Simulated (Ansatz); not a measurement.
Task: Predict a relaxed structure of the cluster HgSe₂⁻ (the lowest doublet isomer of a short search), charge -1, doublet, at r2SCAN-D4/def2-TZVPD (Ansatz).

Result: 
Cartesian coordinates in Å:
```
Hg 1.327 0.142 -1.592
Se -1.429 -0.565 0.113
Se 0.102 0.422 1.479
```
Point group C2v (tolerance 0.1 Å). This is one stationary point.

In the def2 sets Hg takes a core potential; there is no spin–orbit coupling. The highest occupied level of the charge -1 doublet lies above zero (up to 0.07 eV). By energy differences its removal costs 2.43 eV (vertical, to the charge 0 triplet, at r2SCAN-D4/def2-TZVPD); a positive level beside a positive removal energy at the same level points to self-interaction error. The relaxation made no stability test and no search for a lower SCF solution. The structure comes from a short search, and lower isomers may exist.
